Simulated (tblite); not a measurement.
Compound: C7H7OS (charge +1).
Geometry (GFN2-xTB, Å), atoms numbered from 1 in this order:
```
atom  x, y, z in Å
C1     4.6141   -0.7484    0.3871
C2     3.6593   -0.1132    0.0431
C3     2.5047    0.6299   -0.3859
S4     1.2387   -0.5239   -1.1169
C5    -0.1350   -0.0324   -0.3499
C6    -0.8660    0.7702    0.5381
C7    -1.5400   -0.1913   -0.1729
O8    -2.5742   -0.8255   -0.5168
C9    -3.8419   -0.4838    0.0758
H10    5.4679   -1.2750    0.6981
H11    2.0364    1.1512    0.4476
H12    2.7721    1.3309   -1.1784
H13   -0.8628    1.5638    1.2484
H14   -4.0626    0.5740   -0.0687
H15   -3.8384   -0.7235    1.1394
H16   -4.5799   -1.0941   -0.4403
```

Calculated harmonic vibrations of the isolated species, GFN2-xTB (tblite), most abundant isotopes, no scaling. Errors from tens to a few hundred cm⁻¹ against measured bands are possible. One conformer, not necessarily the lowest. The optimisation stopped once no atom felt more than 0.01 eV/Å.

Lowest wavenumbers of the output (negative numbers stand for imaginary wavenumbers):
```
mode    cm-1
  1     -34.5
  2     -24.4
  3      66.7
  4      94.8
  5     137.1
  6     171.7
  7     193.4
  8     267.4
  9     286.4
 10     354.3
 11     399.3
 12     497.8
 13     541.8
 14     633.8
 15     662.2
```

Q: Is this structure a minimum?

A: Not by this Hessian. 2 modes are imaginary beyond 20i (34i and 24i cm⁻¹), so at this level the point lies at or near a saddle of order 2. The curvature is small, so loose convergence or finite differences may be the whole cause.

Q: Which atoms move in the imaginary modes?

A: 34i: H15 (methyl hydrogen) 33 %, H14 (methyl hydrogen) 33 %, H16 (methyl hydrogen) 30 %; 24i: C1 (terminal alkyne carbon) 35 %, S4 (sulfide sulfur) 22 %. These are shares of the mass-weighted motion.

Q: What is the remedy?

A: Step along such a mode in both directions, optimise again with tighter thresholds and repeat the frequencies. The zero-point energy of this point (70.9 kcal/mol) counts the 40 real modes alone, and thermal corrections from it aren't those of a minimum.
